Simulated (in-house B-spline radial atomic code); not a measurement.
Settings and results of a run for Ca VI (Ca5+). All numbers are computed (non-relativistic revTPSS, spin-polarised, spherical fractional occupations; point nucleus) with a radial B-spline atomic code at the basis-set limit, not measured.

Command:
```bash
python run_scf.py task.json out
```
Settings:
```
Z                20
configuration    [Ne] 3s2 3p3
hamiltonian      nr
method           revtpss,revtpss
spin_polarised   True
```

Output (hartree, bohr):
```
 radial grid: 44 intervals, B-splines of order 8, outer radius 12.1053 bohr

 iter        energy (Eh)    residual
    1        -669.279084    3.00e-02
    2        -669.281242    1.10e-03
    3        -669.281251    5.32e-04
    4        -669.281252    2.73e-04
    5        -669.281252    4.07e-05
    6        -669.281252    5.51e-06
    7        -669.281252    1.59e-07

 total energy                      -669.28125
 kinetic                             668.7315
 electron-nucleus                  -1541.2824
 Hartree                             236.9404
 exchange-correlation                -33.6707

 orbital      occ     eigenvalue          <r>       <r^2>       <1/r>     <1/r^3>       r_max
 1s up      1.000      -147.9236    0.0772815   0.0080181     19.5512           -     0.05079
 1s down    1.000      -147.8866    0.0772668  0.00801472     19.5536           -     0.05079
 2s up      1.000       -18.1770     0.364974    0.157625     4.02545           -      0.3007
 2s down    1.000       -18.1491      0.36467    0.157191     4.02398           -       0.301
 2p up      3.000       -15.3269     0.327367    0.132434     3.94552     183.771      0.2467
 2p down    3.000       -15.2767     0.327225    0.132135     3.94369     183.425      0.2471
 3s up      1.000        -4.3825      1.07166     1.30752     1.30263           -      0.9585
 3s down    1.000        -4.1338      1.08303     1.33886      1.2902           -      0.9623
 3p up      3.000        -3.6203      1.11653     1.43778     1.21648     24.8587      0.9823
```

Cost of the run: 0.14 s on 1 thread of Arm Neoverse V1 (shared host).
